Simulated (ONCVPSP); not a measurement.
zirconium, ONCV: configuration errors across variants

```json
{
 "Element": "zirconium",
 "Generator": "ONCVPSP 4.0.1",
 "Type": "optimised norm-conserving Vanderbilt (ONCV)",
 "Functional": "PBE",
 "Relativity": "fully relativistic",
 "Frozen core": "[Ar] 3d10",
 "Valence charge": "12",
 "Reference configuration": "4s2 4p6 4d2 5s1.5 (charge +0.5)",
 "Partial waves": "4s+5s: rc 2.35 bohr, ncon 3, nbas 6, qcut 6.1 1/bohr, 2 projectors; 4p: rc 1.35 bohr, ncon 5, nbas 9, qcut 6.7 1/bohr, 2 projectors, debl 1.5 Ha; 4d: rc 3.10 bohr, ncon 3, nbas 7, qcut 4.9 1/bohr, 2 projectors, debl 1.8 Ha",
 "Local potential": "polynomial inside 1.25 bohr (lpopt 5, dvloc0 3 Ha)",
 "Core correction": "Teter function, fcfact 4.25, rcfact 1.1"
}
```

Open shells are filled in proportion to 2j + 1.

All-electron excitation energies from the reference (eV): (1) 4s2 4p6 4d2 5s2 -2.880; (2) 4s2 4p6 4d2 5s1 4.258; (3) 4s2 4p6 4d2 5s0 17.198; (4) 4s2 4p6 4d1 5s2 4.783.

A true bound ghost makes a file unfit for plane-wave use even where its test errors are small: the radial tests pick states by their node count and pass the ghost by.

Errors AE − PS in meV (a dash: test not solved or not reliable):

```csv
change,(1),(2),(3),(4),bound ghosts,GHOST(+) flags above zero
base,-0.2,-0.7,-15,+58,none,d5/2
"all radii but the core radius scaled by about 0.78 (s 1.84, p 1.06, d 2.42 bohr); local potential polynomial inside 0.98 bohr (lpopt 5, dvloc0 3 Ha)",-0.1,-0.2,-4.1,+19,"p3/2, p1/2",s
"all radii but the core radius scaled by about 0.91 (s 2.14, p 1.22, d 2.82 bohr); local potential polynomial inside 1.14 bohr (lpopt 5, dvloc0 3 Ha)",-0.1,-0.4,-9.2,+40,none,none
"all radii but the core radius scaled by about 1.19 (s 2.78, p 1.60, d 3.68 bohr); local potential polynomial inside 1.48 bohr (lpopt 5, dvloc0 3 Ha)",-0.1,-1.0,-23,+99,none,none
"all radii but the core radius scaled by about 1.32 (s 3.10, p 1.78, d 4.08 bohr); local potential polynomial inside 1.64 bohr (lpopt 5, dvloc0 3 Ha)",-0.5,-1.9,-39,+138,none,none
```

Problem. Give the same row for: all radii but the core radius scaled by about 1.10 (s 2.58, p 1.48, d 3.40 bohr); local potential polynomial inside 1.38 bohr (lpopt 5, dvloc0 3 Ha).

Solution. -0.6, -1.5, -27, +77; bound ghosts: d5/2, d3/2; GHOST(+) flags above zero: none.
